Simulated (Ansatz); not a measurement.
```yaml
crystal:
  periodic: [false, false, false]
  atoms:
    - {symbol: C, position_ang: [-0.979648, -0.007667, 1.035409]}
    - {symbol: N, position_ang: [-0.374180, 0.701791, 0.033859]}
    - {symbol: Ga, position_ang: [0.742293, 0.056145, -1.096549]}
    - {symbol: S, position_ang: [1.822815, -1.938575, -0.835252]}
    - {symbol: Cl, position_ang: [1.222366, 1.671989, -2.657567]}
    - {symbol: H, position_ang: [-0.353512, -0.990777, 1.216376]}
    - {symbol: H, position_ang: [-0.513628, 0.708682, 1.873621]}
    - {symbol: H, position_ang: [-1.906090, -0.110137, 1.119536]}
    - {symbol: H, position_ang: [-0.919433, 1.592890, -0.156814]}
    - {symbol: H, position_ang: [1.215612, -2.142292, -0.204898]}
basis:
  gaussian: {orbitals: STO-3G}
magnetization: {spin_polarized: false, initial_magnetization: 2}
hamiltonian: {xc: {name: RPBE}, dispersion: d3bjatm}
output: {forces: true}
```

```sh
$ ansatz run in.yaml --threads 4 --pin off --events-out ev --progress --plain --max-ram 10444MiB
```

Output, abridged:

```
Functional definition: RPBE
590 factors; integrals over basis functions are off by at most 4.6e-5 eV
mean field evaluation 1: about -76286.5815 eV, gradient 2.6e2 eV
mean field evaluation 2: about -76286.4316 eV, gradient 2.6e2 eV
mean field evaluation 4: about -76540.0563 eV, gradient 1.6e2 eV
mean field evaluation 8: about -77017.2892 eV, gradient 9.7e1 eV
mean field evaluation 16: about -77427.5065 eV, gradient 1.3e0 eV
mean field evaluation 160: about -77423.1351 eV, gradient 3.1e1 eV
mean field evaluation 192: about -77427.4373 eV, gradient 4.0e0 eV
mean field evaluation 224: about -77427.1064 eV, gradient 6.1e0 eV
mean field evaluation 256: about -77427.5023 eV, gradient 1.4e0 eV
mean field -77427.58438000 eV, -2845.4112436634 hartree, gradient 1.8e-5 eV, S^2 2.000000; 14 other end points of the search recorded, 0 dependent functions left out
reference -77427.58440513 eV, -2845.4112445869 hartree; 42, 40 occupied and 9, 11 virtual orbitals, 590 factors
Total energy: -77429.12260285 eV, -2845.4677723104 hartree
Atom 0 at    -0.979648    -0.007667     1.035409 Å, force    13.451962    -0.897135     6.453349 eV/Å
Atom 1 at    -0.374180     0.701791     0.033859 Å, force     2.542806     2.143433    -7.600841 eV/Å
Atom 2 at     0.742293     0.056145    -1.096549 Å, force    -1.738157     0.143438    -0.654890 eV/Å
Atom 3 at     1.822815    -1.938575    -0.835252 Å, force    32.910558    12.650436   -34.232097 eV/Å
Atom 4 at     1.222366     1.671989    -2.657567 Å, force     0.178647    -0.844348     1.275547 eV/Å
Atom 5 at    -0.353512    -0.990777     1.216376 Å, force    -1.862474     1.435504    -0.404578 eV/Å
Atom 6 at    -0.513628     0.708682     1.873621 Å, force    -2.113594    -2.015455     0.399916 eV/Å
Atom 7 at    -1.906090    -0.110137     1.119536 Å, force   -10.958417    -1.106711     0.509105 eV/Å
Atom 8 at    -0.919433     1.592890    -0.156814 Å, force     0.609315    -0.229753    -0.154409 eV/Å
Atom 9 at     1.215612    -2.142292    -0.204898 Å, force   -33.020646   -11.279408    34.408897 eV/Å
Dipole moment:    -0.455681    -0.208418     0.965894 e Å
```

It took 16 s on 4 threads of an Intel Xeon on a shared host, with 0.13 GiB of host memory at the peak.
